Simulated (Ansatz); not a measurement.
Spectroscopic constants of CuF, closed-shell singlet (the spin of the measured ground state). No spin–orbit coupling. Cu is treated without relativity.

```csv
level,bond energy D_e (eV)
SVWN5/def2-TZVPP,5.130
PBE/def2-TZVPP,4.317
r2SCAN/def2-TZVPP,4.176
B97M-V/def2-TZVPP,4.102
B3LYP/def2-TZVPP,3.975
PBE0/def2-TZVPP,3.928
BHLYP/def2-TZVPP,3.579
CAM-B3LYP/def2-TZVPP,4.134
wB97X-V/def2-TZVPP,4.233
wB97M-V/def2-TZVPP,4.225
CCSD/def2-TZVPP,3.910
CCSD/def2-QZVPP,4.094
CCSD(T)/def2-TZVPP,4.003
CCSD(T)/def2-QZVPP,4.201
"CCSD(T)/CBS(def2-TZVPP, def2-QZVPP)",4.292
```

The rows run from 3.579 (BHLYP/def2-TZVPP) to 5.130 eV (SVWN5/def2-TZVPP). From def2-TZVPP to def2-QZVPP CCSD(T) changes by 0.198. The 10 functionals in def2-TZVPP without D3 or D4 span 1.551, from BHLYP to SVWN5.

D_e counts from the fitted minimum to each atom's lowest state at the same level, without counterpoise. The singlet is restricted.

Correlated levels freeze the inner cores; with def2 sets outer-core shells near the valence are correlated too. CBS: X⁻³ extrapolation of the correlation energy, Hartree–Fock from the larger set.

The values were computed with Ansatz (a first-principles code). Each number belongs to the level named beside it.
